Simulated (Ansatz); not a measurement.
# Abstraction of Cl: SiH2(SiH3)Cl + CHBrCl → SiH3(SiH2) + CHBrCl2

Species: SiH2(SiH3)Cl, singlet; CHBrCl `Cl[CH]Br`, doublet; SiH3(SiH2), doublet; CHBrCl2 (bromodichloromethane) `ClC(Cl)Br`, singlet. A radical takes Cl: the energy is the difference in strength between the Si–Cl bond broken and the C–Cl bond made.

Shapes, held fixed at every level: PBE0-D4/def2-TZVP. Programs: Ansatz 0.2.0. The zero-point and thermal change to 298 K, harmonic and unscaled (PBE0-D4/def2-TZVP), is +0.8 kJ/mol.

Question: Estimate ΔH(298 K) of this reaction.

Answer: The highest level, CCSD(T)/def2-TZVPP, gives ΔH(298 K) = +128.2 kJ/mol; the levels span +114.0 to +147.5. The column of differences is taken from that level and isn't an error. No measured value is set beside it here. Open shells run unrestricted. Relativity is left out for Br. Outer-core shells of Br are correlated in most correlated rows, in sets that cover them unevenly. Times are processor times on shared x86 and Arm servers, and rough.

```csv
level,kind,ΔH(298 K) (kJ/mol),less CCSD(T)/def2-TZVPP,CPU time (sum over the molecules)
MP2/def2-TZVPP,perturbation theory,+119.1,-9.1,–
SPW92/def2-TZVPP,LDA,+114.0,-14.2,14 s
BHLYP-D4/def2-TZVPP,global hybrid,+147.5,+19.3,30 s
B2PLYP/def2-TZVPP,double hybrid,+135.8,+7.6,45 s
CCSD(T)/def2-SVP,coupled cluster or CI,+120.1,-8.1,22 s
CCSD/def2-SVP,coupled cluster or CI,+124.5,-3.7,–
CCSD(T)/def2-TZVPP,coupled cluster or CI,+128.2,0.0,6.3 min
```
